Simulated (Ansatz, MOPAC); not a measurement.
Torsion H3–S1–Sn2–H4 in H2SSn (SMILES [SH][SnH]); at each angle all else is relaxed with GFN2-xTB, and the levels are single points there.
Geometry at 180° (charge 0, multiplicity 1):
```xyz
4

S     -1.15600     0.53763     0.47969
Sn     1.05807     0.61783    -0.47070
H     -1.62471    -0.46327    -0.26378
H      1.52243     1.99126     0.63246
```
Energies count from the point at 180°.

Correlated levels freeze the cores. Filled d and f shells under p-block atoms count as core. CBS(a, b) extrapolates the correlation energy as X⁻³ and adds the Hartree–Fock energy of set b. The state that AM1 reach isn't checked.

Programs: Ansatz (Gaussian orbitals); MOPAC for AM1 (differences of heats of formation). Values without a source in brackets are computed. In def2 rows elements past Kr take small-core potentials, without spin–orbit coupling.

Energies in kJ/mol.

```csv
dihedral (°),AM1,B3LYP/def2-TZVPP,MP2/def2-SVP,CCSD/def2-TZVPP,"CCSD(T)/CBS(def2-TZVPP, def2-QZVPP)"
0,2.0,5.9,6.5,5.9,6.0
30,12.5,15.6,17.3,15.2,15.3
60,37.5,39.5,42.8,36.9,37.2
90,53.3,55.5,58.6,50.5,50.7
120,36.8,39.4,42.7,36.8,36.9
150,10.7,12.0,13.3,11.5,11.5
180,0.0,0.0,0.0,0.0,0.0
210,10.7,12.0,13.3,11.5,11.5
240,36.8,39.4,42.7,36.8,36.9
270,53.3,55.5,58.6,50.5,50.7
300,37.5,39.5,42.8,36.9,37.2
330,12.5,15.6,17.3,15.2,15.3
```

Ansatz is a program for electronic structure.
